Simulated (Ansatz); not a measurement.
Q: Name a neutral molecule of Cl, F, N, Si and H with ideal-gas entropy at 298 K and 1 bar (rigid rotor, harmonic PBE0-D4/def2-TZVP) between 336 and 352 J/(mol·K) and HOMO–LUMO gap (PBE0/def2-TZVPP) between 8.45 and 8.75 eV (Ansatz, PBE0-D4/def2-TZVP geometry).

A: `N[Si](N)(F)Cl` (342 J/(mol·K), 8.72 eV). Other molecules can fit too; these were computed, each in one conformer that needn't be the lowest.
